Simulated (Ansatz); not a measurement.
In₂As₃⁻. Total charge -1; triplet. Geometry r2SCAN-D4/def2-SVP, that of the neutral doublet; atoms count from 1.

```xyz
5

In   -0.942    2.062    1.266
In    0.088   -1.966   -1.694
As   -0.842   -0.744    0.720
As    1.484   -0.166    0.743
As    0.211    0.815   -1.035
```

In the def2 sets In takes a core potential; there is no spin–orbit coupling. The highest occupied level of the charge -1 triplet lies above zero (up to 0.68 eV). By energy differences its removal costs 0.51 eV (vertical, to the charge 0 doublet, at PBE0-D4/def2-TZVPD); a positive level beside a positive removal energy at the same level points to self-interaction error. At PBE0-D4/def2-TZVPD a singlet of charge -1 lies 1.55 eV below the triplet at the same geometry. The structure comes from a short search, and lower isomers may exist.

Question: Estimate the Mulliken populations from the PBE0/def2-TZVPD orbitals of Ansatz.

Answer: 
```tsv
atom	charge (e)	spin (α − β)
In1	-0.15	0.67
In2	-0.15	0.67
As3	-0.30	0.00
As4	-0.09	0.66
As5	-0.30	0.00
```
Mulliken values and Mayer orders depend strongly on the basis. With diffuse functions, as here, like atoms can get unlike values, and bond orders can come out too low or too high.

Question: Where does the spin sit?

Answer: Summed by element: In 1.33, As 0.67, of 2 unpaired in all. Largest on single atoms: In2 0.67, In1 0.67, As4 0.66.

Question: And the Mayer bond orders between bonded heavy atoms (over 0.3)?

Answer: In1–As3 0.47 (2.86 Å); In1–As5 0.47 (2.86 Å); In2–As3 0.47 (2.86 Å); In2–As5 0.47 (2.86 Å); As3–As4 1.07 (2.40 Å); As3–As5 0.95 (2.57 Å); As4–As5 1.07 (2.40 Å). Values over 0.3 also appear between atoms too far apart for a bond (In1–In2 0.48 at 5.10 Å; In1–As4 0.34 at 3.34 Å; In2–As4 0.34 at 3.34 Å); they arise where an orbital or an unpaired electron spreads over both atoms.
